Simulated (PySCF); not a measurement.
**How methods differ on the excitation energy of Cr²⁺**

Cr²⁺ [Ar] 3d4 (5D) → Cr²⁺ [Ar] 3d3 4s1 (5F), as a difference of total energies. All numbers are calculated (PySCF 2.14, no relativity, point nucleus, in def2-TZVPPD (6s6p4d2f1g, 67 functions)). Correlated levels: valence: [Ar] frozen. The calculations carry no spin-orbit coupling.

```json
{"method": "UHF", "excitation energy (eV)": "6.205"}
{"method": "MP2 (valence)", "excitation energy (eV)": "6.596"}
{"method": "SCS-MP2 (valence)", "excitation energy (eV)": "6.335"}
{"method": "CCSD (valence)", "excitation energy (eV)": "6.614"}
{"method": "CCSD(T) (valence)", "excitation energy (eV)": "6.619"}
```

Problem. How much does correlation contribute at CCSD(T) (valence)?

Solution. 6.619 − (6.205) = 0.414 eV, measured against UHF.

A first-order spin-orbit estimate (lowest level to lowest level, LS coupling) adds -0.023 eV.
